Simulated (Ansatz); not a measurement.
TbCl₃, 4 atoms. Hardware: 4 threads of Arm Neoverse V1 on a shared host.

In the def2 sets Tb takes a core potential; there is no spin–orbit coupling. Correlated methods freeze 19 core orbitals; core or outer-core shells of Tb are correlated, in sets that lack core-valence functions. With an open 4f shell the SCF may have ended on a state above the lowest.

Question: How many basis functions does each of these Ansatz runs have, and roughly what does it cost? B3LYP-D4/def2-SVP, charge 0 septet, relaxation, 12 steps; r2SCAN0-D4/def2-TZVP, charge 0 septet, energy, from earlier orbitals; r2SCAN-D4/def2-TZVP, charge 0 septet, energy and forces, from earlier orbitals; BHLYP-D4/def2-TZVP, charge 0 septet, energy, from earlier orbitals; ωB97X-V/def2-TZVP, charge 0 septet, energy, from earlier orbitals; PBE0-D4/def2-TZVP, charge 1 octet at the geometry of the charge 0 septet, energy, from earlier orbitals; PBE-D4/def2-SVP, charge 0 septet, energy, from earlier orbitals; CCSD(T)/def2-SVP, charge 0 septet, energy, from earlier orbitals; PBE-D4/def2-TZVP, charge 1 octet at the geometry of the charge 0 septet, energy, from earlier orbitals; r2SCAN0-D4/def2-TZVP, charge 1 octet at the geometry of the charge 0 septet, energy, from earlier orbitals; RPA@PBE/def2-TZVP, charge 0 septet, energy, from earlier orbitals; B3LYP-D4/def2-TZVP, charge 0 septet, energy, from earlier orbitals.

Answer: Other jobs shared the machine, so times can vary by a factor of up to 3. A dash marks memory too small to be measured apart from the calling script's.

```tsv
run	functions	fitting or Cholesky vectors	wall time	peak host memory (GiB)
PBE-D4/def2-TZVP, charge 1 octet at the geometry of the charge 0 septet, energy, from earlier orbitals	203	1591	9 s	–
PBE-D4/def2-SVP, charge 0 septet, energy, from earlier orbitals	131	1302	34 s	–
PBE0-D4/def2-TZVP, charge 1 octet at the geometry of the charge 0 septet, energy, from earlier orbitals	203	1779	39 s	1.6
RPA@PBE/def2-TZVP, charge 0 septet, energy, from earlier orbitals	203	1408	83 s	0.62
r2SCAN0-D4/def2-TZVP, charge 1 octet at the geometry of the charge 0 septet, energy, from earlier orbitals	203	1779	83 s	1.7
B3LYP-D4/def2-TZVP, charge 0 septet, energy, from earlier orbitals	203	1747	2.2 min	1.6
BHLYP-D4/def2-TZVP, charge 0 septet, energy, from earlier orbitals	203	1408	2.3 min	0.94
ωB97X-V/def2-TZVP, charge 0 septet, energy, from earlier orbitals	203	1738	3.6 min	1.9
CCSD(T)/def2-SVP, charge 0 septet, energy, from earlier orbitals	131	1234	3.9 min	2.2
B3LYP-D4/def2-SVP, charge 0 septet, relaxation, 12 steps	131	1354	4.1 min	0.78
r2SCAN-D4/def2-TZVP, charge 0 septet, energy and forces, from earlier orbitals	203	1591	5.2 min	0.83
r2SCAN0-D4/def2-TZVP, charge 0 septet, energy, from earlier orbitals	203	1779	6.4 min	1.5
```
